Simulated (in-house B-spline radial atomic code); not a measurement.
## RPA and G0W0 on HSE06: Li

Configuration [He] 2s1, highest spin, mean-field start HSE06. Computed with a B-spline radial code for spherical atoms: all electrons, non-relativistic, point nucleus, each spin shell either full or empty, empty states to l = 9 with an (l + 1/2)⁻⁴ tail; G0W0 by contour deformation at full frequency.

RPA overbinds a lone outer s electron by self-correlation, and G0W0 tends to as well.

Command:
```bash
python run_gw.py task.json out
```
Settings (radii: box in bohr, nucleus in fm):
```
Z                        3
electrons                3
configuration            [He] 2s1
hamiltonian              nr
method                   hse06
lmax                     9
spin_polarised           True
box_radius               40
intervals                46
ion_configuration        1s2
```

Time taken, with all properties: 1.5 s on 1 thread of Arm Neoverse N1 (shared host).

Energies (hartree):

```json
{"term": "mean-field total", "value": "-7.46899"}
{"term": "Hartree-Fock functional on these orbitals", "value": "-7.43165"}
{"term": "direct second order", "value": "-0.12257"}
{"term": "second-order exchange", "value": "0.074701"}
{"term": "SOSEX correction", "value": "0.062828"}
```

What is the RPA correlation energy, and what remains with SOSEX?

RPA gives -0.10637 hartree (-0.965 eV per electron); RPA + SOSEX gives -0.043544, and the second-order doubles -0.047871 hartree (no singles). SOSEX takes back 59 % of the RPA value.

Quasi-particle levels (eV):

| level | occupied | mean field | Σx - vxc | Σc | QP weight | G0W0 |
| --- | --- | --- | --- | --- | --- | --- |
| 2s up | yes | -3.462 | -1.88 | ? | ? | ? |
| 2p up | no | -1.150 | 2.06 | -0.71 | 0.853 | 0.197 |

G0W0 = mean field + (Σx - vxc) + Σc, with Σc (partial-wave tail included) taken at the quasi-particle energy. Levels of low weight are left out. An empty level above zero is unbound and depends on the box.

Where does G0W0 put 2s up?

At -5.626 eV, with Σc = -0.28 eV and a quasi-particle weight of 0.754. The tabulated removal energy is 5.392 eV (NIST, measured).

What does it cost to remove one electron (to 1s2) by differences of total energies, each species on its own start (correlation terms add to the Hartree-Fock functional)?

HSE06 5.563 eV, Hartree-Fock functional 5.333 eV, + RPA 5.944 eV, + RPA + SOSEX 5.376 eV, + second order 5.387 eV. Tabulated: 5.392 eV (NIST, measured).
